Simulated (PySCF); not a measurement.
Computed structure and properties of Pm(NH2)3

System: Pm(NH2)3 (singlet in the valence; each metal's 4f electrons, 4 of them, lie in its core potential, out of spins and levels; a saddle point, relaxed within its symmetry); start: template (D3h). Method: PySCF 2.14.0, RKS PBE0, Pm lcecp-1-SVP with ECP50, N def2-SVP, H def2-SVP; non-relativistic Hamiltonian with scalar-relativistic core potentials where named; density fitting; no spin-orbit coupling.

Input of the relaxation:

```python
mol = gto.M(atom='''
Pm    -0.00000     0.00000    -0.00000
N      2.31299     0.00001    -0.00000
H      2.90302     0.00001     0.83000
H      2.90302     0.00001    -0.83000
N     -1.15650     2.00310    -0.00000
H     -1.45152     2.51408     0.83000
H     -1.45152     2.51408    -0.83000
N     -1.15649    -2.00311     0.00000
H     -1.45150    -2.51409     0.83000
H     -1.45150    -2.51409    -0.83000''',
    basis={'Pm': 'lcecp-1-SVP', 'N': 'def2-SVP', 'H': 'def2-SVP'},
    ecp={'Pm': 'lcecp-1-SVP'},
    charge=0, spin=0)
mf = dft.RKS(mol, xc='PBE0')
mf.grids.atom_grid = (50, 194)  # f atoms: unpruned, at least (60, 302)
mf = mf.density_fit()  # fitting sets: Pm AutoAux, N def2-universal-JKFIT, H def2-universal-JKFIT
mf.conv_tol = 1e-08; mf.max_cycle = 55
mf.kernel(dm0)  # dm0: converged density of the start geometry
# quasi-Newton relaxation in Cartesian coordinates to a largest gradient under 0.00045 Eh/bohr, steps kept in the point group
```

Run from Python with OMP_NUM_THREADS=2; the lines above give its settings. Where DIIS fails, smearing, a level shift and second-order steps follow.
It took 43 s on 2 threads of Intel(R) Xeon(R) Platinum 8259CL CPU @ 2.50GHz (Skylake/Cascade Lake) (shared host), from the converged density of the start.

Course of the relaxation:

```
step  energy above end (eV)  largest force component within the symmetry (eV/Å)
   0                 0.0892                                               1.161
   1                 0.0168                                               0.517
   2                 0.0001                                               0.043
   3                 0.0000                                               0.006
   4                 0.0000                                               0.004
```

Relaxed geometry (D3h):

```xyz
10

Pm    0.0000    0.0000    0.0000
N     2.2679    0.0000    0.0000
H     2.8973    0.0000    0.8045
H     2.8973    0.0000   -0.8045
N    -1.1340    1.9641    0.0000
H    -1.4486    2.5091    0.8045
H    -1.4486    2.5091   -0.8045
N    -1.1340   -1.9641    0.0000
H    -1.4486   -2.5091    0.8045
H    -1.4486   -2.5091   -0.8045
```

| contact | Å |
| --- | --- |
| Pm1–N2 (NH2) | 2.268 |
| Pm1–N5 (NH2) | 2.268 |
| Pm1–N8 (NH2) | 2.268 |

On the finer grid (75, 302):

| Item | Value |
| --- | --- |
| HOMO | -5.41 eV |
| LUMO | -1.66 eV |
| Dipole about the centre of mass | 0.00 D |
| Set of Mulliken populations of Pm1 outside the core potential | s 2.19, p 6.30, d 1.36, f 0.08 |
| D3(BJ) dispersion energy (not in the energies) | -0.141 eV |

| atom | Mulliken (e) | Löwdin (e) | spin (e) |
| --- | --- | --- | --- |
| Pm1 | 1.07 | 0.73 | 0.00 |
| N2 | -0.58 | -0.37 | 0.00 |
| H3 | 0.11 | 0.06 | 0.00 |
| H4 | 0.11 | 0.06 | 0.00 |
| N5 | -0.58 | -0.37 | 0.00 |
| H6 | 0.11 | 0.06 | 0.00 |
| H7 | 0.11 | 0.06 | 0.00 |
| N8 | -0.58 | -0.37 | 0.00 |
| H9 | 0.11 | 0.06 | 0.00 |
| H10 | 0.11 | 0.06 | 0.00 |

The 4f levels lie in the core potential and are missing. Their spin isn't counted.

On the grid (50, 194), as all that follows. Harmonic modes: 4 unstable, so a saddle point once the symmetry is let go (counted below −25 cm⁻¹); lowest -463 cm⁻¹ (negative: unstable), highest 3601 cm⁻¹, zero-point energy 1.844 eV.

Taking off one NH2 (charge -1, singlet; the rest: singlet) in vacuum, both parts rigid, costs 9.92 eV; the small basis without counterpoise inflates it. Most of it is the attraction of opposite charges; other ways to part are cheaper, and one spin state was tried for the rest.

Rigid scan of NH2 along the line from its metal:

```json
{"distance to N2 (Å)": "1.97", "energy (eV)": "0.881"}
{"distance to N2 (Å)": "2.07", "energy (eV)": "0.342"}
{"distance to N2 (Å)": "2.17", "energy (eV)": "0.075"}
{"distance to N2 (Å)": "2.27", "energy (eV)": "0.000"}
{"distance to N2 (Å)": "2.37", "energy (eV)": "0.060"}
{"distance to N2 (Å)": "2.47", "energy (eV)": "0.211"}
{"distance to N2 (Å)": "2.67", "energy (eV)": "0.674"}
{"distance to N2 (Å)": "2.97", "energy (eV)": "1.519"}
{"distance to N2 (Å)": "3.37", "energy (eV)": "2.614"}
{"distance to N2 (Å)": "3.87", "energy (eV)": "3.532"}
```

One start shape was tried, so this needn't be the lowest isomer.

An lcecp potential fixes the number of 4f electrons, so in runs with it no electron can move into or out of that shell.
